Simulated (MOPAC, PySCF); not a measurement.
C2H2OSi, SMILES `O=C=C=[SiH2]`, neutral singlet in the gas phase. 

Cartesian coordinates (Å):
```xyz
6

O      2.8881    -0.1197     0.2485
C      1.7402    -0.0204     0.0826
C      0.4828     0.1150    -0.1008
Si    -1.1591     0.0343    -0.3238
H     -1.9391    -1.2239    -0.3500
H     -2.0125     1.2259    -0.5204
```
Charge 0, spin multiplicity 1.

All levels are single points at this geometry (PBE0-D3(BJ)/def2-TZVP); Pople sets use spherical d functions. Orbital energies aren't observables, and empty levels follow the basis.

M06-2X/6-31G* in PySCF gives dipole (D) = 3.77.

Task: Estimate the dipole (D) from each of these levels: PBE0-D3(BJ)/def2-TZVP in PySCF; ωB97X-D3(BJ)/def2-TZVP in PySCF; B3LYP/3-21G in PySCF; B3LYP/6-31G* in PySCF; B3LYP/LANL2DZ in PySCF; BP86/6-31G* in PySCF; PBE/6-31G* in PySCF; SVWN5/6-31G* in PySCF; HF/3-21G in PySCF; HF/6-31G* in PySCF; AM1 in MOPAC; PM3 in MOPAC.

Result: 
| level | dipole (D) |
|---|---|
| PBE0-D3(BJ)/def2-TZVP in PySCF | 3.88 |
| ωB97X-D3(BJ)/def2-TZVP in PySCF | 4.10 |
| B3LYP/3-21G in PySCF | 3.06 |
| B3LYP/6-31G* in PySCF | 3.41 |
| B3LYP/LANL2DZ in PySCF | 3.87 |
| BP86/6-31G* in PySCF | 3.08 |
| PBE/6-31G* in PySCF | 3.04 |
| SVWN5/6-31G* in PySCF | 3.16 |
| HF/3-21G in PySCF | 4.20 |
| HF/6-31G* in PySCF | 4.52 |
| AM1 in MOPAC | 2.96 |
| PM3 in MOPAC | 3.07 |
